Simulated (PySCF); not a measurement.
An unknown gives this computed stick spectrum. Computed, not measured: PySCF 2.14.0, density-fitted response routines, TDDFT B3LYP/def2-SVPD, vertical, gas phase, core orbitals frozen in the response. Geometries: PBE0-D3(BJ)/def2-SVP, one conformer each. Relativistic effects are left out although some hold elements past zinc.

```tsv
state	λ (nm)	f
S1	196.7	0.010
S2	188.1	0.0055
S3	182.8	0.067
S4	179.4	0.0022
S5	168.4	0.0036
S6	166.3	0.0023
S7	163.9	0.0021
S8	162.6	0.027
S9	160.5	0.0066
S10	158.8	0.010
```

Orbital energies (eV): HOMO-3 -8.58, HOMO-2 -8.48, HOMO-1 -7.60, HOMO -7.35, LUMO -0.03, LUMO+1 0.13, LUMO+2 0.72.

Task: Which structure fits? All have the formula C7H14GeO.
A. `C[C@H]1C[C@@]2(C[C@@H]2[O][GeH3])C1`
B. `C=C(C/C=C/CC)[O][GeH3]`
C. `[GeH3][O]/C(C)=C(/C)CC=C`
D. `C[C@H]1C[C@]2(C[C@@H]2[O][GeH3])C1`
E. `C1[C@]([O][GeH3])(C)[C@H]2C[C@@H]1C2`

Result: E. Its S1, at 6.30 eV, is the highest among the candidates; the nearest of the others has S1 at 5.87 eV. S1 is HOMO→LUMO (73%), HOMO→LUMO+1 (24%). Löwdin shares by element: HOMO oxygen 53%, carbon 17% or more, germanium 8% (atoms not listed hold the other 22%); LUMO germanium 42%, hydrogen 40% or more (atoms not listed hold the other 18%). At the same level the other candidates give, for their lowest levels:
- `C[C@H]1C[C@@]2(C[C@@H]2[O][GeH3])C1`: 221 nm (f 0.009); 209 nm (f 0.009); 196 nm (f 0.022); 188 nm (f 0.021); 186 nm (f 0.043); T1 5.39 eV; HOMO -6.71, LUMO -0.15 eV
- `C=C(C/C=C/CC)[O][GeH3]`: 258 nm (f 0.003); 232 nm (f 0.049); 227 nm (f 0.005); 209 nm (f 0.042); 199 nm (f 0.068); T1 4.09 eV; HOMO -6.12, LUMO -0.46 eV
- `C=CC/C(C)=C(/C)[O][GeH3]`: 262 nm (f 0.020); 249 nm (f 0.072); 234 nm (f 0.063); 212 nm (f 0.005); 207 nm (f 0.010); T1 3.97 eV; HOMO -5.84, LUMO -0.29 eV
- `C[C@H]1C[C@]2(C[C@@H]2[O][GeH3])C1`: 211 nm (f 0.011); 200 nm (f 0.001); 198 nm (f 0.074); 190 nm (f 0.028); 180 nm (f 0.014); T1 5.64 eV; HOMO -6.89, LUMO -0.12 eV
Triplets come from the Tamm–Dancoff approximation.
